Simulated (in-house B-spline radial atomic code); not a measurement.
Spin-orbit splittings of orbital energies (j = l + 1/2 less j = l - 1/2) and ratios of mean radii (lower j over upper j) along the 35-electron series, configuration [Ar] 3d10 4s2 4p5. Computed with a radial B-spline atomic code at the basis-set limit: Dirac-Hartree-Fock, average of the configuration, finite nuclei.

```json
{"ion": "Pm26+", "Z": "61", "splitting of 2p (eV)": "562.75", "radius ratio of 2p": "0.92741", "splitting of 4p (eV)": "32.935", "radius ratio of 4p": "0.96772", "splitting of 3d (eV)": "25.478", "radius ratio of 3d": "0.98418"}
{"ion": "Sm27+", "Z": "62", "splitting of 2p (eV)": "605.48", "radius ratio of 2p": "0.92486", "splitting of 4p (eV)": "36.087", "radius ratio of 4p": "0.96668", "splitting of 3d (eV)": "27.662", "radius ratio of 3d": "0.98366"}
{"ion": "Eu28+", "Z": "63", "splitting of 2p (eV)": "650.78", "radius ratio of 2p": "0.92225", "splitting of 4p (eV)": "39.465", "radius ratio of 4p": "0.96562", "splitting of 3d (eV)": "29.985", "radius ratio of 3d": "0.98313"}
{"ion": "Gd29+", "Z": "64", "splitting of 2p (eV)": "698.77", "radius ratio of 2p": "0.91959", "splitting of 4p (eV)": "43.08", "radius ratio of 4p": "0.96453", "splitting of 3d (eV)": "32.452", "radius ratio of 3d": "0.98259"}
{"ion": "Tb30+", "Z": "65", "splitting of 2p (eV)": "749.57", "radius ratio of 2p": "0.91687", "splitting of 4p (eV)": "46.945", "radius ratio of 4p": "0.96342", "splitting of 3d (eV)": "35.07", "radius ratio of 3d": "0.98204"}
{"ion": "Dy31+", "Z": "66", "splitting of 2p (eV)": "803.32", "radius ratio of 2p": "0.9141", "splitting of 4p (eV)": "51.073", "radius ratio of 4p": "0.96227", "splitting of 3d (eV)": "37.844", "radius ratio of 3d": "0.98147"}
{"ion": "Ho32+", "Z": "67", "splitting of 2p (eV)": "860.16", "radius ratio of 2p": "0.91127", "splitting of 4p (eV)": "55.477", "radius ratio of 4p": "0.9611", "splitting of 3d (eV)": "40.781", "radius ratio of 3d": "0.9809"}
{"ion": "Er33+", "Z": "68", "splitting of 2p (eV)": "920.23", "radius ratio of 2p": "0.90838", "splitting of 4p (eV)": "60.172", "radius ratio of 4p": "0.95991", "splitting of 3d (eV)": "43.887", "radius ratio of 3d": "0.98032"}
{"ion": "Tm34+", "Z": "69", "splitting of 2p (eV)": "983.67", "radius ratio of 2p": "0.90543", "splitting of 4p (eV)": "65.171", "radius ratio of 4p": "0.95868", "splitting of 3d (eV)": "47.17", "radius ratio of 3d": "0.97973"}
{"ion": "Yb35+", "Z": "70", "splitting of 2p (eV)": "1050.64", "radius ratio of 2p": "0.90242", "splitting of 4p (eV)": "70.491", "radius ratio of 4p": "0.95742", "splitting of 3d (eV)": "50.634", "radius ratio of 3d": "0.97912"}
{"ion": "Lu36+", "Z": "71", "splitting of 2p (eV)": "1121.31", "radius ratio of 2p": "0.89935", "splitting of 4p (eV)": "76.147", "radius ratio of 4p": "0.95614", "splitting of 3d (eV)": "54.288", "radius ratio of 3d": "0.97851"}
{"ion": "Hf37+", "Z": "72", "splitting of 2p (eV)": "1195.84", "radius ratio of 2p": "0.89622", "splitting of 4p (eV)": "82.156", "radius ratio of 4p": "0.95482", "splitting of 3d (eV)": "58.139", "radius ratio of 3d": "0.97789"}
{"ion": "Ta38+", "Z": "73", "splitting of 2p (eV)": "?", "radius ratio of 2p": "?", "splitting of 4p (eV)": "?", "radius ratio of 4p": "?", "splitting of 3d (eV)": "?", "radius ratio of 3d": "?"}
{"ion": "W39+", "Z": "74", "splitting of 2p (eV)": "1357.21", "radius ratio of 2p": "0.88977", "splitting of 4p (eV)": "95.303", "radius ratio of 4p": "0.9521", "splitting of 3d (eV)": "66.458", "radius ratio of 3d": "0.97661"}
{"ion": "Re40+", "Z": "75", "splitting of 2p (eV)": "1444.42", "radius ratio of 2p": "0.88645", "splitting of 4p (eV)": "102.48", "radius ratio of 4p": "0.95069", "splitting of 3d (eV)": "70.941", "radius ratio of 3d": "0.97595"}
{"ion": "Os41+", "Z": "76", "splitting of 2p (eV)": "1536.25", "radius ratio of 2p": "0.88306", "splitting of 4p (eV)": "110.08", "radius ratio of 4p": "0.94925", "splitting of 3d (eV)": "75.651", "radius ratio of 3d": "0.97529"}
{"ion": "Ir42+", "Z": "77", "splitting of 2p (eV)": "1632.91", "radius ratio of 2p": "0.8796", "splitting of 4p (eV)": "118.13", "radius ratio of 4p": "0.94778", "splitting of 3d (eV)": "80.594", "radius ratio of 3d": "0.97461"}
{"ion": "Pt43+", "Z": "78", "splitting of 2p (eV)": "?", "radius ratio of 2p": "?", "splitting of 4p (eV)": "?", "radius ratio of 4p": "?", "splitting of 3d (eV)": "?", "radius ratio of 3d": "?"}
{"ion": "Au44+", "Z": "79", "splitting of 2p (eV)": "?", "radius ratio of 2p": "?", "splitting of 4p (eV)": "?", "radius ratio of 4p": "?", "splitting of 3d (eV)": "?", "radius ratio of 3d": "?"}
{"ion": "Hg45+", "Z": "80", "splitting of 2p (eV)": "1954.12", "radius ratio of 2p": "0.86881", "splitting of 4p (eV)": "145.19", "radius ratio of 4p": "0.94316", "splitting of 3d (eV)": "96.907", "radius ratio of 3d": "0.97252"}
{"ion": "Tl46+", "Z": "81", "splitting of 2p (eV)": "2072.4", "radius ratio of 2p": "0.86507", "splitting of 4p (eV)": "155.25", "radius ratio of 4p": "0.94154", "splitting of 3d (eV)": "102.87", "radius ratio of 3d": "0.9718"}
```

Problem. Fill in the row of Ta38+.

Solution. splitting of 2p (eV): 1274.41; radius ratio of 2p: 0.89303; splitting of 4p (eV): 88.536; radius ratio of 4p: 0.95348; splitting of 3d (eV): 62.193; radius ratio of 3d: 0.97725.

Problem. Fill in the row of Pt43+.

Solution. splitting of 2p (eV): 1734.62; radius ratio of 2p: 0.87608; splitting of 4p (eV): 126.65; radius ratio of 4p: 0.94627; splitting of 3d (eV): 85.779; radius ratio of 3d: 0.97392.

Problem. Fill in the row of Au44+.

Solution. splitting of 2p (eV): 1841.61; radius ratio of 2p: 0.87248; splitting of 4p (eV): 135.66; radius ratio of 4p: 0.94473; splitting of 3d (eV): 91.214; radius ratio of 3d: 0.97323.

Problem. With what power of Z does the column «splitting of 3d (eV)» change over this range?

Solution. A fit of the logarithm of its size against log Z from Z = 61 to 81 has slope 4.92. An unscreened hydrogenic electron would give 4 at low Z; screening makes the apparent power larger near the neutral end, and relativity raises it again at high Z.
